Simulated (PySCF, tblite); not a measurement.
Isomers of C7H14F2Si. All values are computed: GFN2-xTB (tblite) harmonic vibrations without scaling, gas phase. The method is semi-empirical: single wavenumbers can be off by several per cent or more. Modes of hydrogen on silicon can be 10 to 20 % off. One conformer each.

Electronic energies: PBE0/pcSseg-1 single points on the GFN2-xTB geometries (PySCF, gas phase).

| SMILES | electronic energy, lowest = 0 (kcal/mol) |
| --- | --- |
| C=C[SiH2]C(F)(F)C(C)(C)C | 40.0 |
| C[C@H](/C=C/[SiH3])CC(C)(F)F | 32.6 |
| C=C(C(F)F)[Si@@H](C)CCC | 25.1 |
| CC(C)(F)[Si@H](F)C1CCC1 | 0.0 |
| C[C@@H](/C=C\[SiH3])CC(C)(F)F | 34.1 |
| C[C@@H](CF)[Si@]1(C)C[C@H](F)C1 | 23.5 |

Problem. How do GFN2-xTB zero-point energies change the relative energies?

Solution. 
```
                         SMILES  ZPE (kcal/mol)  of it from modes above 1550 cm⁻¹  electronic (kcal/mol)  with ZPE, lowest = 0 (kcal/mol)  lowest mode (cm⁻¹)  rings
        CC(C)(F)[Si@H](F)C1CCC1           122.8                              59.4                    0.0                              0.0                  28      1
C[C@@H](CF)[Si@]1(C)C[C@H](F)C1           123.4                              60.2                   23.5                             24.1                  29      1
        C=C(C(F)F)[Si@@H](C)CCC           120.5                              61.6                   25.1                             22.8                  24      0
   C[C@H](/C=C/[SiH3])CC(C)(F)F           117.8                              59.6                   32.6                             27.7                   7      0
  C[C@@H](/C=C\[SiH3])CC(C)(F)F           118.0                              59.6                   34.1                             29.3                  15      0
       C=C[SiH2]C(F)(F)C(C)(C)C           119.0                              61.1                   40.0                             36.3                  30      0
```

The zero-point energies span 5.6 kcal/mol, from `C[C@H](/C=C/[SiH3])CC(C)(F)F` to `C[C@@H](CF)[Si@]1(C)C[C@H](F)C1`. The lowest isomer stays, but the order above it changes.

Problem. And how do the electronic energies of GFN2-xTB itself compare?

Solution. `CC(C)(F)[Si@H](F)C1CCC1` 0.0; `C[C@@H](CF)[Si@]1(C)C[C@H](F)C1` 47.5; `C=C(C(F)F)[Si@@H](C)CCC` 54.6; `C[C@H](/C=C/[SiH3])CC(C)(F)F` 37.9; `C[C@@H](/C=C\[SiH3])CC(C)(F)F` 38.1; `C=C[SiH2]C(F)(F)C(C)(C)C` 49.0 kcal/mol, lowest = 0. Against the energies above, taken from the same isomer `CC(C)(F)[Si@H](F)C1CCC1`, the largest difference is 29.5 kcal/mol.

Problem. What do entropy and thermal enthalpy add at 298.15 K and 1 bar (rigid rotor, harmonic oscillator, one conformer each)?

Solution. 
```
                         SMILES  point group  symmetry number  S (cal/(mol K))  H − H(0) (kcal/mol)  ZPE + H − H(0) − TS (kcal/mol)
        CC(C)(F)[Si@H](F)C1CCC1           C1                1            114.0                 8.63                            97.4
C[C@@H](CF)[Si@]1(C)C[C@H](F)C1           C1                1            114.0                 8.70                            98.1
       C=C[SiH2]C(F)(F)C(C)(C)C           C1                1            115.0                 9.18                            93.9
```

Not tabulated: `C=C(C(F)F)[Si@@H](C)CCC` (lowest mode only 24 cm⁻¹); `C[C@H](/C=C/[SiH3])CC(C)(F)F` (lowest mode only 7 cm⁻¹); `C[C@@H](/C=C\[SiH3])CC(C)(F)F` (lowest mode only 15 cm⁻¹).
